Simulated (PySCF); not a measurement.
A structure optimised at PBE-D3(BJ)/def2-SVP, used in a PySCF frequency run:

```xyz
12

O      2.5006     0.0435     0.0000
C      1.3570    -0.3608     0.0000
C      0.1261     0.5096     0.0000
C     -0.9587     0.0905     1.0280
O     -1.8589    -0.3562     0.0000
C     -0.9587     0.0905    -1.0280
H      1.1226    -1.4736     0.0000
H      0.4238     1.5748     0.0000
H     -0.6710    -0.7280     1.7279
H     -1.3663     0.9385     1.6241
H     -0.6710    -0.7280    -1.7279
H     -1.3663     0.9385    -1.6241
```
Charge 0, spin multiplicity 1.

Write its SMILES, formula and point group.

O=CC1COC1, C4H6O2, Cs

What are its rotational constants (standard atomic weights)?

9.8792, 2.2948, 2.0839 GHz
